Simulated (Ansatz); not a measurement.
Input file for Ansatz (a quantum-chemistry and plane-wave program): U-r2SCAN/def2-TZVPP on HOW (SMILES [OH][W]), 2S+1 = 4, a spin state set in the input, which need not be the lowest. Elements past Kr take the def2 small-core potentials; no spin–orbit coupling.

Ansatz 0.2 input:
```yaml
crystal:
  periodic: [false, false, false]
  atoms:
    - {symbol: W, position_ang: [-0.95263120, -0.66130202, -0.82548199]}
    - {symbol: O, position_ang: [0.42183841, -0.12135070, 0.28298982]}
    - {symbol: H, position_ang: [0.49762407, 0.83002432, 0.47217253]}
basis:
  gaussian:
    orbitals: def2-TZVPP
hamiltonian:
  xc: {name: r2SCAN}
magnetization: {spin_polarized: true, initial_magnetization: 3}
```

It printed:

```
WARN ansatz: RAYON_NUM_THREADS=1 ignored (pool sized by the plan → 1); use --threads N
Functional definition: r2SCAN
integrals: 0.02 GiB planned
545 factors; their error is unknown
mean field: 0.33 GiB planned
mean field evaluation 1: about -3881.0170 eV, gradient 4.1e1 eV
mean field evaluation 2: about -3791.3656 eV, gradient 1.4e2 eV
mean field evaluation 4: about -3886.3835 eV, gradient 1.1e1 eV
mean field evaluation 8: about -3886.9905 eV, gradient 1.7e-1 eV
mean field evaluation 16: about -3886.9882 eV, gradient 1.8e-3 eV
mean field evaluation 32: about -3887.0526 eV, gradient 1.5e-1 eV
mean field evaluation 64: about -3886.1235 eV, gradient 2.1e-2 eV
mean field evaluation 96: about -3886.8528 eV, gradient 1.5e-6 eV
mean field evaluation 128: about -3887.0406 eV, gradient 3.8e-1 eV
mean field evaluation 160: about -3886.8924 eV, gradient 1.4e0 eV
mean field -3887.05486710 eV, -142.8466316256 hartree, gradient 6.4e-6 eV, S^2 4.241533; 18 other end points of the search recorded, 0 dependent functions left out
reference -3887.05488640 eV, -142.8466323347 hartree; 13, 10 occupied and 88, 91 virtual orbitals, 545 factors
Total energy: -3887.05488640 eV, -142.8466323347 hartree
```

Self-consistency was reached. Its determinant has ⟨S²⟩ = 4.24, a mixture of spin states.

Cost: very roughly 60 core-seconds.
